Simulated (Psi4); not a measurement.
Pair of molecules, SMILES [C-]#[O+] with SMILES S, pulled apart as rigid monomers along the line of their centres of mass from the B3LYP-D3(BJ)/def2-TZVP minimum (SMILES order as in the coordinates).
Starting geometry (charge 0, multiplicity 1):
| atom | x (Å) | y (Å) | z (Å) |
|---|---|---|---|
| C | 0.1707 | -0.6345 | 0.1989 |
| O | -0.0032 | 0.2786 | -0.4345 |
| S | -0.2047 | 0.1423 | 3.6924 |
| H | 0.9425 | -0.4837 | 3.3857 |
| H | -0.9455 | -0.8989 | 3.2812 |

Level of theory: SAPT0/jun-cc-pV(D+d)Z run with Psi4 1.11.

```
C1···S3 (Å)  electrostatics (kcal/mol)  exchange (kcal/mol)  induction (kcal/mol)  dispersion (kcal/mol)  total
-----------  -------------------------  -------------------  --------------------  ---------------------  -----
3.24                             -2.48                 5.54                 -0.73                  -1.52   0.80
3.60                        (withheld)                 1.89                 -0.25                  -0.79  -0.17
4.13                             -0.33                 0.37                 -0.05                  -0.32  -0.33
5.02                             -0.09                 0.02            (withheld)                  -0.09  -0.16
6.45                             -0.02                 0.00                  0.00                  -0.02  -0.04
```

What belongs in the gaps?


- 5.02, induction (kcal/mol): -0.01
- 3.60, electrostatics (kcal/mol): -1.02
